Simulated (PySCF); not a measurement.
Ionisation energy of Eu⁴²⁺ by level of theory

Eu⁴²⁺ [Ar] 3d3 (4F) → Eu⁴³⁺ [Ar] 3d2 (3F), as a difference of total energies. Computed with PySCF 2.14 in an even-tempered Gaussian basis (18 s from 8 bohr⁻², ratio 2.5; 12 p from 10 bohr⁻², ratio 2.5; 7 d from 10 bohr⁻², ratio 2.5; 4 f from 39 bohr⁻², ratio 2.7; 3 g from 58 bohr⁻², ratio 2.7), with the spin-free X2C one-electron Hamiltonian (Gaussian nucleus). Correlated levels: outer shells: [Ne] frozen; virtual orbitals above 40 to 60 times the deepest correlated orbital energy dropped. The calculations carry no spin-orbit coupling.

```json
{"method": "UHF", "ionisation energy (eV)": "3268.5"}
{"method": "LDA", "ionisation energy (eV)": "3267.8"}
{"method": "PBE", "ionisation energy (eV)": "3267.9"}
{"method": "PBE0", "ionisation energy (eV)": "3268.5"}
{"method": "r2SCAN", "ionisation energy (eV)": "3269.8"}
{"method": "B2PLYP", "ionisation energy (eV)": "3268.6"}
{"method": "B3LYP", "ionisation energy (eV)": "3268.6"}
{"method": "MP2 (outer shells)", "ionisation energy (eV)": "3268.6"}
{"method": "SCS-MP2 (outer shells)", "ionisation energy (eV)": "3268.3"}
```

Spin-orbit coupling is strong in these open shells (close to jj coupling). The scalar numbers leave it out and a first-order estimate fails, so it can dominate the gap to the real levels.

Breit and QED terms and the two-electron picture change are absent.

For comparison: 3279 ± 4 eV (theoretical estimate listed by NIST; NIST Atomic Spectra Database, ionization energies).
